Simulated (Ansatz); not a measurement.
Ansatz (an electronic-structure program) input (PBE-QIDH/def2-TZVPD):

Ansatz 0.2 input:
```yaml
crystal:
  periodic: [false, false, false]
  atoms:
    - {symbol: Si, position_ang: [0.12238160, -0.03851117, -0.02483464]}
    - {symbol: O, position_ang: [1.53146133, -0.48192189, -0.31077621]}
    - {symbol: F, position_ang: [-0.69871585, -0.24613641, 1.29774620]}
    - {symbol: F, position_ang: [-0.85295447, 0.73441769, -0.98286902]}
basis:
  gaussian:
    orbitals: def2-TZVPD
hamiltonian:
  xc: {name: PBE-QIDH}
magnetization: {spin_polarized: false}
correlation: {electrons: outside_noble_gas}
```

Output:

```
Functional definition: PBE-QIDH
integrals: 0.19 GiB planned
1018 factors; integrals over basis functions are off by at most 1.2e-3 eV
mean field: 0.65 GiB planned
mean field evaluation 1: about -15337.2660 eV, gradient 5.9e1 eV
mean field evaluation 2: about -15337.3530 eV, gradient 5.9e1 eV
mean field evaluation 4: about -15342.9008 eV, gradient 8.9e0 eV
mean field evaluation 8: about -15343.0454 eV, gradient 4.8e-1 eV
mean field evaluation 16: about -15343.0462 eV, gradient 1.1e-4 eV
mean field -15343.04624097 eV, -563.8465494652 hartree, gradient 5.4e-6 eV, S^2 0.000000; 0 other end points of the search recorded, 0 dependent functions left out
8 core orbitals not correlated
reference -15343.04625734 eV, -563.8465500668 hartree; 12, 12 occupied and 143, 143 virtual orbitals, 1018 factors
second order -25.74624627 eV of doubles, -0.00000000 eV of singles
Total energy: -15351.62833943 eV, -564.1619357665 hartree
```
